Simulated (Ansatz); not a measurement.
`[SeH][SiH2][TeH]` + `OCF` → `OC(F)[TeH]` + `[SiH3][SeH]` at 400 K and 1 bar (formal exchange of groups at a Te–Si bond).

Gas-phase electronic energies from Ansatz, PBE0-D4/def2-TZVP geometries. CBS: MP2 limit from def2 TZ/QZ plus the TZ coupled-cluster correction, frozen cores. def2 core potentials past Kr. For Se, Te outer-core shells are correlated without core-valence functions, which leaves a few kJ/mol of doubt a bond. Scalar relativity is left out up to krypton. Each species was taken in one conformer, which may not be the lowest.

```tsv
species	CCSD(T)/CBS energy (Eh)	H − E (kJ/mol)	S (J/(mol·K))
`[SeH][SiH2][TeH]`	-2959.95331	114.4	385.2
`OCF`	-214.81254	136.0	272.5
`OC(F)[TeH]`	-482.52376	133.6	346.8
`[SiH3][SeH]`	-2692.20088	107.1	307.6
```

H − E and S are ideal-gas, rigid-rotor, harmonic terms from PBE0-D4/def2-TZVP, for one conformer and one mirror image of each species. 1 Eh = 2625.50 kJ/mol, R = 8.31446 J/(mol·K).

Q: By hand: ΔE, ΔH, ΔS and ΔG.

A: ΔE = (-482.52376) + (-2692.20088) − (-2959.95331) − (-214.81254) = 0.04121 Eh = 108.2 kJ/mol. Δ(H − E) = 133.6 + 107.1 − 114.4 − 136.0 = -9.7, so ΔH = 98.5 kJ/mol. ΔS = 346.8 + 307.6 − 385.2 − 272.5 = -3.3 J/(mol·K). ΔG = 98.5 − 400 × (-3.3)/1000 = 99.8 kJ/mol.

Q: By hand: the equilibrium constant, and the temperature at which ΔG would vanish if ΔH and ΔS stayed fixed.

A: log₁₀ K = −ΔG/(RT ln 10) = -13.0. ΔH and −TΔS have one sign here, so there is no such temperature. One of them is within its doubt of zero, so this could turn.

The number of gas molecules stays the same, so ΔS is small and ΔH decides. A doubt of 5 kJ/mol in ΔE shifts log₁₀ K by 0.7 here. Other conformers and mirror images would add mixing entropy, several J/(mol·K) or more a flexible species. These are equilibria of isolated gas molecules and say nothing of rates. Largest T1 diagnostic: 0.012 (customary marks: 0.02 for closed shells, 0.045 for open ones).
